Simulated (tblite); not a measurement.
Species: C₆H₁₁ClSi.
Atom-mapped SMILES: `[Cl:1][SiH2:2]/[CH:3]=[CH:4]/[CH2:5][CH:6]1[CH2:7][CH2:8]1` (hydrogens: H9, H10 on Si2; H11 on C3; H12 on C4; H13, H14 on C5; H15 on C6; H16, H17 on C7; H18, H19 on C8)

The geometry is computed with GFN2-xTB (gas phase).

Question: List the bond lengths, angles and torsions at this level.

Answer: 
```tsv
bond	length (pm)
Cl1–Si2	202.0
Si2–C3	187.5
C3=C4	132.8
C4–C5	149.5
C5–C6	151.5
C6–C7, C6–C8	149.8
C7–C8	149.9
Si2–H9, Si2–H10	146.3
C3–H11	108.4
C4–H12	108.3
C5–H13, C5–H14	109.4
C6–H15	108.4
C7–H16, C8–H18	107.9
C7–H17, C8–H19	108.0
```

Bonds in one row agree within 1 pm and their mean is given. A selection of angles:
```tsv
angle	degrees
Cl1–Si2–C3	109.2
Si2–C3–C4	125.5
C3–C4–C5	125.3
C4–C5–C6	110.6
C5–C6–C7	119.8
C7–C6–C8	60.0
C6–C7–C8	60.0
```

Torsions: Cl1–Si2–C3–C4 -1° (synperiplanar); Si2–C3–C4–C5 180° (antiperiplanar); C3–C4–C5–C6 122° (anticlinal); C4–C5–C6–C7 82° (synclinal); C5–C6–C7–C8 110° (anticlinal); C5–C6–C8–C7 -109° (anticlinal). The mirror-image conformer, all signs reversed, is as good.

Si2 (chlorine-bound silicon) is tetrahedral (angles from 107.7° to 110.9°). Of the pairs four or more bonds apart, Cl1···H12 is among the closest relative to their van der Waals radii: 2.87 Å, 97 % of the sum of Bondi's values. The 6 C–C bonds span 1.328 Å (C3=C4, drawn double) to 1.515 Å (C5–C6, drawn single), a spread of 0.187 Å. All internal angles of the 3-membered ring C6–C7–C8 are 60.0°.

Point group: C1 (no symmetry element, even within 0.4 Å). Its GFN2-xTB frequencies are all real (lowest 27 cm⁻¹). One conformer, not necessarily the lowest. 3 starts were optimised and ended at 0.00, 0.49 and 0.52 kcal/mol (GFN2-xTB); the lowest of these is shown.

Hardware: Intel Xeon at 2.70 GHz, one thread, shared host with 64 logical CPUs at a one-minute load of 63. Cost: 2.0 s wall. These figures are those of the optimisation.
